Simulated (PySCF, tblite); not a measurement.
Calculations on `CCB(OC)B(Cl)Cl`, in the order of a workflow; each names the level of the geometry that it ran on. Settings lines and outputs come from a driver script.

Compound: C3H8B2Cl2O.
SMILES with atom numbers: `[CH3:1][CH2:2][B:3]([O:4][CH3:5])[B:6]([Cl:7])[Cl:8]` (hydrogens: H9, H10, H11 on C1; H12, H13 on C2; H14, H15, H16 on C5)

Step 1: GFN2-xTB geometry optimisation, gas phase (tblite 0.8.0) (from a force-field or distance-geometry start)
```json
{"job": {"kind": "relax", "xc": "GFN2-xTB", "basis": "xTB"}, "charge": 0, "multiplicity": 1}
```
```
step      E/eV     max force
  0    -711.64792    2.641
  1    -712.06897    1.806
  2    -712.35445    1.304
...
139    -713.38815    0.090
140    -713.38854    0.032
141    -713.38856    0.038
142    -713.38864    0.011
143    -713.38867    0.009
```

Energy lowered by 40.1 kcal/mol over 143 steps; largest atomic force 0.009 eV/Å at the end. «max force» is the largest atomic force in eV/Å.

The run took 1.2 s wall on Arm Neoverse V1, one thread, no GPU, shared host with 32 logical CPUs at a one-minute load of 30.

Step 2: GFN2-xTB harmonic vibrations, gas phase (tblite 0.8.0) (on the GFN2-xTB geometry)
```json
{"job": {"kind": "ir", "xc": "GFN2-xTB", "basis": "xTB"}, "charge": 0, "multiplicity": 1}
```
```
(table of modes left out)
```

42 modes from 19 to 3053 cm⁻¹ (unscaled, harmonic); zero-point energy 72.7 kcal/mol; all wavenumbers are real at this level.

Hardware: Arm Neoverse V1, one thread, shared host. Cost: 0.62 s.

Step 3: TDDFT PBE0/def2-SVPD, vertical, gas phase, core orbitals frozen in the response (PySCF 2.14.0, density-fitted response routines) (on the GFN2-xTB geometry)
```json
{"job": {"kind": "uv", "xc": "PBE0", "basis": "def2-SVPD", "nstates": 8, "ntriplets": 3}, "charge": 0, "multiplicity": 1}
```
```
...
Static polarisability (au): isotropic 95.914, principal 89.594 93.441 104.707
Singlet excitations
state   eV       nm        f      main configurations
  1   4.5996    269.6   0.02757   H->L 0.98
  2   5.7017    217.5   0.00347   H->L+1 0.96
  3   5.7497    215.6   0.00013   H-1->L 0.98
  4   6.4431    192.4   0.02981   H-2->L 0.90
  5   6.5758    188.5   0.00287   H-3->L 0.93
  6   6.8849    180.1   0.01973   H->L+2 0.82, H-4->L 0.12
  7   6.9035    179.6   0.09939   H-4->L 0.77, H->L+2 0.13
  8   7.0373    176.2   0.00196   H-6->L 0.79, H-5->L 0.08
Triplet excitations (Tamm-Dancoff, eV): 3.8655 5.0832 5.5612
```

HOMO -7.63 eV, LUMO -1.62 eV; lowest singlet 4.60 eV; lowest triplet 3.87 eV (Tamm–Dancoff); mean polarisability 95.9 au.

On Arm Neoverse V1, one thread, no GPU, shared host with 32 logical CPUs at a one-minute load of 28, this took 58 s wall and 0.95 GiB of memory at its peak.

Geometry of the electronic-property runs (GFN2-xTB):
```
atom  x, y, z in Å
C1    -2.260    0.486    0.091
C2    -1.332   -0.701   -0.168
B3     0.235   -0.356   -0.088
O4     0.528    0.883    0.292
C5     1.817    1.419    0.448
B6     1.345   -1.585   -0.489
Cl7    1.805   -2.818    0.633
Cl8    1.990   -1.768   -2.087
H9    -3.303    0.182    0.031
H10   -2.085    1.268   -0.642
H11   -2.074    0.901    1.077
H12   -1.566   -1.130   -1.146
H13   -1.553   -1.489    0.557
H14    1.899    2.312   -0.176
H15    1.953    1.702    1.494
H16    2.594    0.703    0.163
```

 (This holds for the electronic-property runs.)

One conformer stands for the species.
